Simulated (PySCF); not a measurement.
**Si₄⁺, doublet: structure and spectrum**

Level of theory: UPBE0 in PySCF with Si def2-TZVP; no relativity; density-fitted integrals.

The structure is a minimum.

* Point group: D2h
* Bond lengths: Si–Si 2.282 Å (×4), Si–Si 2.636 Å
* Bond angles: Si–Si–Si 54.7° (×4), Si–Si–Si 70.6° (×2), Si–Si–Si 109.4° (×2)
* Rotational symmetry number: 4
* Principal quadrupole moments (Buckingham, traceless) about the centre of mass: -7.75, -4.22, 11.96 D Å
* Dipole moment about the centre of mass: 0.00 D
* Enthalpy at 298.15 K above 0 K: 16.13 kJ/mol
* Rotational constants: 0.1734, 0.08681, 0.05785 cm⁻¹
* Highest occupied level (α): -11.80 eV
* Entropy at 298.15 K and 1 bar (electronic part: spin only): 312.2 J/(mol K)
* Heat capacity Cp at 298.15 K: 72.1 J/(mol K)
* Spin squared ⟨S²⟩: 0.765
* Lowest empty level (β): -9.23 eV
* Zero-point energy: 12.4 kJ/mol
* Principal polarisabilities: 65.2, 120.4, 160.5 bohr³

Harmonic modes (masses in u: Si 27.977):
```csv
symmetry,ω (cm⁻¹),IR (km/mol),μ (u)
b3u,86,0.3,27.98
ag,282,0.0,27.98
b2u,302,1.6,27.98
b1u,455,28.3,27.98
ag,467,0.0,27.98
b3g,483,0.0,27.98
```

In D2h the vibrations span b3u + 2ag + b2u + b1u + b3g. The ag, b3g modes carry no infrared intensity, as symmetry demands. With a centre of inversion only u modes can be infrared active and only g modes Raman active.

Charges (e):
```json
{"atom": "Si1", "Mulliken": "0.19", "Löwdin": "0.19", "polar tensor": "0.08", "spin (Mulliken)": "0.07", "Mayer order to Si1": "–"}
{"atom": "Si2,4", "Mulliken": "0.31", "Löwdin": "0.31", "polar tensor": "0.42", "spin (Mulliken)": "0.43", "Mayer order to Si1": "1.09"}
{"atom": "Si3", "Mulliken": "0.19", "Löwdin": "0.19", "polar tensor": "0.08", "spin (Mulliken)": "0.07", "Mayer order to Si1": "0.94"}
```
Other Mayer orders above 0.3: Si–Si 0.51, Si–Si 1.09 (×2).

Mulliken populations on Si1: s 5.69, p 7.94, d 0.16, f 0.01.

Outer orbital energies (eV). α occupied: -22.43, -19.10, -17.23, -14.75, -12.93, -12.53, -11.95, -11.80; empty: -8.79, -7.56, -7.51, -5.74. β occupied: -22.14, -18.59, -17.10, -13.67, -12.72, -12.47, -11.85; empty: -9.23, -8.59, -7.56, -7.41.

Other isomers or separated fragments may lie lower.

The final relaxation and frequency run took 86 s on 4 threads of a shared Arm Neoverse V1 host, with 148 basis functions and 10 gradients; the process peaked at 1.6 GiB. Launch command: `OMP_NUM_THREADS=4 python axn.py task.json out`.
